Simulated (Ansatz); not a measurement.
A structure relaxed at PBE0-D4/def2-TZVP in Ansatz, charge 0, singlet:

Cartesian coordinates in Å:
```
Os 0.3534 0.4324 1.1903
Os -0.6066 -1.1598 -0.1247
Os 0.2532 0.7274 -1.0656
```

Give its formula and point group.

Os3. Point group D3h (tolerance 0.1 Å).

Summarise the bond lengths by kind (pairs closer than 1.2 times the sum of covalent radii, bridged metal pairs left out).

3 × Os–Os 2.28 Å.

In the def2 sets Os takes a core potential; there is no spin–orbit coupling. The restricted singlet is unstable: a solution with broken spin symmetry lies lower. The relaxation made no stability test and no search for a lower SCF solution. At PBE0-D4/def2-TZVP a quintet of charge 0 lies 0.98 eV below the restricted singlet, each at its own geometry. That quintet is doubtful there (⟨S²⟩ 6.79, where a pure state has 6.00). The structure comes from a short search, and lower isomers may exist.
